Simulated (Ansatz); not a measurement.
Total energies of `F/C(S)=C\[SiH3]`.

Z-matrix (Å, degrees):
```
Si
C 1 1.857
H 1 1.483 2 111.0
H 1 1.488 2 110.6 3 121.2
H 1 1.487 2 108.6 3 -120.6
C 2 1.327 1 125.0 3 -19.0
H 2 1.085 1 119.3 3 160.5
S 6 1.750 2 125.4 1 172.3
F 6 1.338 2 121.5 1 -4.0
H 8 1.344 6 95.5 2 151.7
```

The species carries charge 0 and has multiplicity 1. The geometry is a stationary point of PBE0-D4/def2-TZVP. It is one conformer, not always the lowest. Basis def2-TZVPP, Ansatz.

RPA on PBE orbitals: Hartree–Fock energy of these orbitals -864.54560 Eh, correlation -1.44074 Eh (frozen core).

| functional | energy without D4 (Eh) | D4 term (kJ/mol) |
| --- | --- | --- |
| LDA (SPW92) | -862.90849 | – |
| PBE | -866.29026 | -22.2 |
| BLYP | -866.76233 | -49.2 |
| B97M-V | -866.60337 | – |
| r2SCANh | -866.65630 | -5.8 |
| r2SCAN0 | -866.63736 | -6.5 |
| HSE06 (plane-wave form) | -866.33519 | -17.5 |
| BHLYP | -866.72180 | -27.3 |
| ωB97M-V | -866.70406 | – |
| PBE-QIDH | -866.16026 | – |

Problem. Give the same for revPBE, r2SCAN, PBE0, B3LYP, CAM-B3LYP, LC-ωPBE, ωB97X-V, B2PLYP. (Estimate.)

Solution. Ansatz gave: 
```
functional  energy without D4 (Eh)  D4 term (kJ/mol)
    revPBE              -866.62237             -68.2
    r2SCAN              -866.66985              -5.5
      PBE0              -866.35773             -18.8
     B3LYP              -866.85516             -36.0
 CAM-B3LYP              -866.76046             -19.1
   LC-ωPBE              -866.49484                 –
   ωB97X-V              -866.64851                 –
    B2PLYP              -866.43784                 –
```

B3LYP takes the VWN-RPA correlation (the form of Gaussian; ORCA's B3LYP/G). HSE06 is the plane-wave form, built on full-range PBE exchange. The double hybrids freeze the cores in their second-order part.

LC-ωPBE has ω = 0.4 bohr⁻¹.
